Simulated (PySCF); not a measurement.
C7H11ClO.
Atom-mapped SMILES: `[CH3:1][CH2:2][C:3]1=[CH:4][CH2:5][C@H:6]([Cl:7])[CH2:8][O:9]1`

NICS = −σ at a ghost point: NICS(0) at the centroid of the ring atoms, NICS(1) 1 Å to either side along the normal of their mean plane, zz for the tensor component along that normal. Level: GIAO PBE0/pcSseg-1 (PySCF, non-relativistic, gas phase) on the GFN2-xTB geometry, one conformer.

Ring bond lengths (Å), with Mayer bond orders in brackets: C3–C4 1.329 (1.74), C4–C5 1.503 (1.05), C5–C6 1.521 (0.97), C6–C8 1.526 (0.97), C8–O9 1.408 (0.91), O9–C3 1.371 (1.00).

Problem. What do the NICS probes read (ppm)?

Solution. 
```tsv
ring	type	NICS(0)	NICS(1), two faces	NICS(1)zz, two faces	rms pucker (Å)	centre to ring atoms, mean (Å)
C3–C4–C5–C6–C8–O9	6-membered ring with O; formal bonds 1 double, 5 single	-2.4	-3.0 / -2.0	0.7 / 1.8	0.20	1.41
```

Problem. What do they say, and how far can they be read as aromaticity?

Solution. 
- C3–C4–C5–C6–C8–O9: mean NICS(1)zz 1.3 ppm, near zero. C5, C6, C8 have four or more neighbours; no verdict on aromaticity is drawn.

Problem. Give the inner angles of the rings and the Hirshfeld charges of the ring atoms.

Solution. 
- C3–C4–C5–C6–C8–O9: C3 123.5° (+0.072 e), C4 123.1° (-0.096 e), C5 108.5° (-0.082 e), C6 109.0° (+0.003 e), C8 110.8° (-0.003 e), O9 115.2° (-0.106 e); sum 690.1° against 720° for a flat convex ring.

Problem. How shielded are the nuclei of the rings and their hydrogens (means over atoms taken as equivalent)?

Solution. 
```
  atoms                    environment  σ isotropic (ppm)  principal values of the symmetric part, first atom (ppm)
     C3  vinylic carbon bearing oxygen               21.2                                        -86.5, 41.8, 108.1
     C4               alkene CH carbon               88.8                                         4.4, 112.8, 149.3
     C5                 allylic carbon              150.0                                       133.3, 151.9, 164.9
     C6                sp3 C–Cl carbon              129.6                                       103.4, 123.6, 161.9
     C8     sp3 carbon bound to oxygen              113.1                                         86.7, 99.8, 153.0
     O9            cyclic ether oxygen              208.3                                       120.7, 224.3, 279.9
H on C4               vinylic hydrogen              27.06                                          23.2, 28.3, 29.6
H on C5             methylene hydrogen              29.42                                          25.1, 29.2, 33.9
H on C5             methylene hydrogen              29.20                                          24.3, 28.3, 34.9
H on C6               methine hydrogen              27.77                                          22.8, 28.3, 32.1
H on C8             methylene hydrogen              28.07                                          23.4, 29.4, 31.5
H on C8             methylene hydrogen              27.38                                          22.2, 29.0, 30.9
```

Time: 40 s of wall time; peak memory 1.0 GiB. Hardware: an Arm Neoverse V2 with one thread, no GPU, shared host with 192 logical CPUs at a one-minute load of 68. This is the whole shielding run at PBE0/pcSseg-1, SCF included.
